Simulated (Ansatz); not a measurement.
Cl2Te (SMILES Cl[Te]Cl) moved off its minimum; all values from Ansatz (an electronic-structure program), cores frozen in correlated methods. Elements past Kr take the def2 small-core potentials, without spin–orbit coupling.
(charge 0, multiplicity 1)
```xyz
3

Te     0.0507    -0.0145     0.4987
Cl     1.1597     1.3620    -0.8832
Cl    -1.2318    -1.3418    -0.8967
```

Give the forces (eV/Å), the total energy and the dipole at CCSD(T)/def2-TZVPPD.


```csv
atom,Fx,Fy,Fz
Te1,-0.562,-0.785,1.680
Cl2,0.739,0.944,-1.225
Cl3,-0.176,-0.159,-0.455
```
Energy -1186.6293 hartree, dipole 1.53 D.
